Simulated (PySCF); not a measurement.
**Structure elucidation problem**

An unknown has the formula C$_{5}$H$_{9}$NOSi. Its calculated NMR data are:

$^{1}$H NMR (600 MHz, computed): δ 4.67 (m, 1H), 4.55 (m, 1H), 4.43 (m, 1H), 4.34 (m, 1H), 3.47 (m, 1H), 3.47 (m, 1H), 1.98 (m, 1H), 1.11 (m, 1H), 0.56 (m, 1H).

$^{13}$C{$^{1}$H} NMR (computed): δ 123.0 (C), 73.4 (CH2), 71.3 (CH2), 10.9 (CH2), 10.4 (CH).

All values are calculated (PySCF 2.14.0 with density-fitted response routines): shieldings: GIAO PBE0/pcSseg-1, structure optimised with GFN2-xTB. No relativistic terms, one conformer, gas phase.

δ = σ(ref) − σ, references computed at the same level: $^{1}$H and $^{13}$C vs TMS.

Question: What is the structure?

Answer: 
1. Rings plus π bonds: 3 (1 ring in the answer).
2. 5 carbon signals for 5 carbons: no two carbons are equivalent.
3. Carbon types of the structure: 1 × C, 1 × CH, 3 × CH2, leaving 2 H on heteroatoms.
4. δC 123.0: nitrile carbon; typical of a nitrile.
5. δC 73.4, 71.3: sp3 CH2 bonded to O; the inductive effect lowers its shielding.
6. δC 10.9: sp3 CH2 bonded to Si; an electropositive neighbour leaves it electron-rich and shielded.
7. δC 10.4: sp3 CH bonded to Si, α to a nitrile; an electropositive neighbour leaves it electron-rich and shielded.
8. δH 4.67, 4.55, 3.47, 3.47: hydrogen on an sp3 CH2 bonded to O; its carbon carries O, an electronegative neighbour.
9. δH 4.43, 4.34: hydrogen on a silicon bonded to 2 C, in a 6-membered ring.
10. δH 1.98: hydrogen on an sp3 CH bonded to Si, α to a nitrile.

These data were computed for SMILES [SiH2]1[C@H](C#N)COCC1.

The shifts were computed for this structure.

Shifts are as computed. Against solution values, carbons near 30 ppm lie about +3 ppm off and those near 130 ppm about +5 ppm. Of 1309 compounds with measured shifts, 239 miss one by over three times the rms of a fit or turn the order of signals round; such compounds aren't used in these exercises. Multiplicities follow the n + 1 count of equivalent neighbours, as no J values were calculated; m marks all less simple cases, F and P coupling included.
